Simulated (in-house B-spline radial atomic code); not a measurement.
**RPA and G0W0 on SCAN: Ga IX (Ga8+)**

Configuration [Ar] 3d5, highest spin, mean-field start SCAN. Computed with an all-electron radial atomic-structure program (B-spline basis): all electrons, scalar-relativistic (spin-free one-electron X2C), finite nucleus, each spin shell either full or empty, empty states to l = 9 with an (l + 1/2)⁻⁴ tail; G0W0 by contour deformation at full frequency.

Command:
```bash
python run_gw.py task.json out
```
Settings (radii: box in bohr, nucleus in fm):
```
Z                        31
electrons                23
configuration            [Ar] 3d5
hamiltonian              x2c
method                   scan,scan
lmax                     9
rms_radius               3.9973
spin_polarised           True
box_radius               7.7
intervals                66
```

Cost of the run: 2 s on 1 thread of Arm Neoverse V1, on a shared host.

Energies (hartree):

```tsv
term	value
mean-field total	-1920.84512
Hartree-Fock functional on these orbitals	-1919.57929
direct second order	-1.7644
second-order exchange	0.57619
SOSEX correction	0.5418
```

Q: What is the RPA correlation energy, and what remains with SOSEX?

A: RPA gives -1.6005 hartree (-1.89 eV per electron); RPA + SOSEX gives -1.0587, and the second-order doubles -1.1882 hartree (no singles). SOSEX takes back 34 % of the RPA value.

Quasi-particle levels (eV):

```json
{"level": "3d up", "occupied": "yes", "mean field": "-196.09", "Σx - vxc": "-17.29", "Σc": "?", "QP weight": "?", "G0W0": "?"}
{"level": "3p down", "occupied": "yes", "mean field": "-269.25", "Σx - vxc": "-14.57", "Σc": "0.10", "QP weight": "0.969", "G0W0": "-283.73"}
{"level": "3d down", "occupied": "no", "mean field": "-183.80", "Σx - vxc": "19.03", "Σc": "-5.57", "QP weight": "0.974", "G0W0": "-170.34"}
```

G0W0 = mean field + (Σx - vxc) + Σc, with Σc (partial-wave tail included) taken at the quasi-particle energy. Only the outer levels were computed. Levels of low weight are left out.

Q: Where does G0W0 put 3d up?

A: At -211.72 eV, with Σc = 1.66 eV and a quasi-particle weight of 0.972. The tabulated removal energy is 211 ± 2.2 eV (NIST, tabulated theory); the calculation leaves out spin-orbit coupling, Breit and QED terms, and what these don't explain is the method's own error.
